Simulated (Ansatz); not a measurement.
A nudged elastic band was laid between two geometries of Cl3HOZr + H4Si (11 atoms, charge 0, multiplicity 1).

Level of theory: RKS PBE-D4/def2-SVP in Ansatz 0.2.0.

```yaml
movable_images: 7
climbing_image: yes
spring: 5.0 eV/Å²
optimiser: quadratic models (default)
start_path: through a guess of the saddle point
force_threshold: 0.05 eV/Å
iteration_limit: 60
end_points: relaxed
```

First end point:

```xyz
11
Properties=species:S:1:pos:R:3
Zr -0.254 0.413 -0.019
O -0.705 0.567 1.814
H -0.887 0.598 2.764
Cl 2.045 0.811 -0.336
Cl -1.461 2.057 -1.187
Cl -0.886 -1.701 -0.859
Si 1.768 -2.918 1.350
H 0.763 -4.032 1.304
H 2.363 -2.688 -0.007
H 2.854 -3.257 2.332
H 1.085 -1.659 1.821
```

Last end point:

```xyz
11
Properties=species:S:1:pos:R:3
Zr 0.263 -0.240 -0.217
O 0.476 0.145 2.068
H -0.374 0.344 2.512
Cl 2.031 1.234 -0.664
Cl -1.941 0.494 0.340
Cl -0.087 -1.448 -2.194
Si 1.221 -2.575 0.901
H 0.117 -3.591 1.101
H 2.378 -3.289 0.246
H 1.691 -2.281 2.336
H 0.910 -0.601 2.547
```

(1) What changes between the two ends?

(2) What energy profile does the band end with?

(3) What is the geometry of the highest image?

(4) What are the harmonic wavenumbers there?

Results:

(1) Bonds broken: Si7–H11. Bonds formed: Zr1–Si7, O2–H11. Cl3HOZr + H4Si becomes Cl3H5OSiZr.

(2) It converged. The highest image is number 4 of 0 to 8, 37.8 kcal/mol above the first end and 13.3 kcal/mol above the last; the last end lies 24.5 kcal/mol above the first. A vibrational analysis at the climbing image gives one clearly imaginary mode, 1016i cm⁻¹: a first-order saddle point. The orbitals stay closed-shell, which can raise the energy where a bond breaks towards radicals; this wasn't checked here.

```json
{"image": "0", "path coordinate (Å)": "0.00", "energy (kcal/mol)": "0.0", "Si7–H11 (Å)": "1.51", "Zr1–Si7 (Å)": "4.13", "O2–H11 (Å)": "2.86"}
{"image": "1", "path coordinate (Å)": "0.74", "energy (kcal/mol)": "0.5", "Si7–H11 (Å)": "1.51", "Zr1–Si7 (Å)": "3.88", "O2–H11 (Å)": "2.52"}
{"image": "2", "path coordinate (Å)": "1.48", "energy (kcal/mol)": "3.9", "Si7–H11 (Å)": "1.51", "Zr1–Si7 (Å)": "3.61", "O2–H11 (Å)": "2.26"}
{"image": "3", "path coordinate (Å)": "2.22", "energy (kcal/mol)": "13.8", "Si7–H11 (Å)": "1.54", "Zr1–Si7 (Å)": "3.28", "O2–H11 (Å)": "1.93"}
{"image": "4", "path coordinate (Å)": "2.96", "energy (kcal/mol)": "37.8", "Si7–H11 (Å)": "1.90", "Zr1–Si7 (Å)": "2.98", "O2–H11 (Å)": "1.22"}
{"image": "5", "path coordinate (Å)": "3.56", "energy (kcal/mol)": "31.3", "Si7–H11 (Å)": "2.30", "Zr1–Si7 (Å)": "2.85", "O2–H11 (Å)": "1.00"}
{"image": "6", "path coordinate (Å)": "4.17", "energy (kcal/mol)": "26.5", "Si7–H11 (Å)": "2.57", "Zr1–Si7 (Å)": "2.78", "O2–H11 (Å)": "0.98"}
{"image": "7", "path coordinate (Å)": "4.77", "energy (kcal/mol)": "24.8", "Si7–H11 (Å)": "2.60", "Zr1–Si7 (Å)": "2.77", "O2–H11 (Å)": "0.99"}
{"image": "8", "path coordinate (Å)": "5.38", "energy (kcal/mol)": "24.5", "Si7–H11 (Å)": "2.59", "Zr1–Si7 (Å)": "2.76", "O2–H11 (Å)": "0.99"}
```

(3) 
```xyz
11
Properties=species:S:1:pos:R:3
Zr 0.237 -0.142 -0.070
O 0.240 0.231 2.031
H -0.558 0.392 2.573
Cl 2.162 0.820 -0.974
Cl -1.629 1.302 -0.227
Cl -0.552 -1.872 -1.456
Si 1.345 -2.552 1.276
H 0.372 -3.700 1.261
H 2.306 -2.707 0.121
H 2.173 -2.649 2.538
H 0.588 -0.931 1.906
```

(4) 1016i, 22, 81, 95, 109, 113, 121, 169, 183, 291, 326, 369, 379, 396, 409, 430, 450, 598, 813, 873, 903, 1030, 1522, 2125, 2136, 2168, 3692 cm⁻¹.

The run took 4.6 min on 4 threads of Arm Neoverse V2, with other jobs on the host, peak memory 0.25 GiB.
